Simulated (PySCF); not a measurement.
B(Me)3, C3H9B, SMILES CB(C)C (B3LYP/def2-SVP optimised geometry):

```
13

B     -0.085     0.137     0.000
C     -0.874     1.505     0.000
H     -0.537     2.140    -0.841
H     -0.605     2.077     0.909
H     -1.972     1.423    -0.042
C      1.494     0.137     0.000
H      1.859    -0.404    -0.894
H      1.872    -0.451     0.857
H      1.972     1.130     0.021
C     -0.874    -1.230     0.005
H     -0.254    -2.140     0.007
H     -1.552    -1.272    -0.869
H     -1.547    -1.266     0.883
```

Method: B3LYP/def2-TZVP run with PySCF.

Q: What are the frontier orbital energies and the dipole moment?

A: HOMO-2 -9.99 eV, HOMO-1 -8.30 eV, HOMO -8.30 eV, LUMO -0.42 eV, LUMO+1 0.49 eV; dipole moment 0.01 D.

On the same geometry PBE/def2-TZVP (PySCF) gives HOMO-2 -8.72 eV, HOMO-1 -7.11 eV, HOMO -7.11 eV, LUMO -1.22 eV, LUMO+1 0.11 eV; dipole moment 0.01 D.

Meta-Löwdin charges at B3LYP/def2-TZVP: B1 0.29, C2 -0.45, H3 0.12, H4 0.13, H5 0.10, C6 -0.45, H7 0.13, H8 0.12, H9 0.10, C10 -0.45, H11 0.10, H12 0.12, H13 0.12.
